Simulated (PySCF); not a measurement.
# Telling isomers of C3H3F5O apart by NMR

Calculated, not measured (PySCF 2.14): geometry: GFN2-xTB, couplings computed with B3LYP/pcJ-1 (spin–dipole term left out of most H,H and C,H couplings), σ from GIAO-PBE0/pcSseg-1. Gas phase, equivalent nuclei averaged, non-relativistic Hamiltonian, a single conformation.

Shifts are taken against calculated references (same method and geometry level): TMS for ¹H, ¹³C. Multiplet labels drop J under 1 Hz and among equivalent protons, and merge close values. Unscaled 3J(H,H) run several per cent high. Splittings of carbon signals by F and P are missing where no couplings were computed. Where no couplings were computed, multiplicities follow the n + 1 count of equivalent neighbours, and m marks all less simple cases (inequivalent or close neighbours, rings, F or P nearby). One-bond C–F couplings are unscaled and too large by tens of Hz. Shifts are as computed. Against solution values, carbons near 30 ppm lie about +3 ppm off and those near 130 ppm about +5 ppm. Of 1211 compounds with measured shifts, 218 miss one by over three times the rms of a fit or turn the order of signals round; such compounds aren't used in these exercises. OH and NH positions are gas-phase values without hydrogen bonding to other molecules.

(1) Tabulate the signals of `COC(F)(F)C(F)(F)F`, `OCC(F)(F)C(F)(F)F` and their relative energies.

(2) What is the quickest way to tell COC(F)(F)C(F)(F)F from OCC(F)(F)C(F)(F)F?

Answers

(1) 
```tsv
SMILES	carbon types	δC	δH	E rel. (kcal/mol)
COC(F)(F)C(F)(F)F	2×C 1×CH3	126.0, 124.0, 53.4	4.02 (s, 3H)	0.0
OCC(F)(F)C(F)(F)F	2×C 1×CH2	128.6, 122.1, 66.6	4.41 (m, 2H), 1.19 (br s, 1H)	3.1
```

Energies are electronic energies at PBE0/pcSseg-1 on these geometries, without zero-point or thermal terms, each for the one conformer computed, which needn't be the lowest.

(2) Both give the same number of carbon signals, but DEPT or the intensities differ. The first has a methyl carbon bonded to O (CH3) at 53.4 ppm, the second an sp3 CH2 bonded to O at 66.6 ppm. Their most deshielded carbons lie at 126.0 and 128.6 ppm.
